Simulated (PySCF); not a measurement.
A structure optimised at PBE-D3(BJ)/def2-SVP, used in a PySCF frequency run:

```xyz
5

Si     0.5751    -0.4277     0.0000
Cl    -0.2198    -2.3333     0.0000
Br    -0.0911     0.6596    -1.8209
Br    -0.0911     0.6596     1.8209
H      2.0632    -0.5168     0.0000
```

Question: Write its SMILES, formula and point group.

Answer: Cl[SiH](Br)Br, Br₂ClHSi, Cs

Question: What are its rotational constants (standard atomic weights)?

Answer: 1.7794, 0.92486, 0.63380 GHz
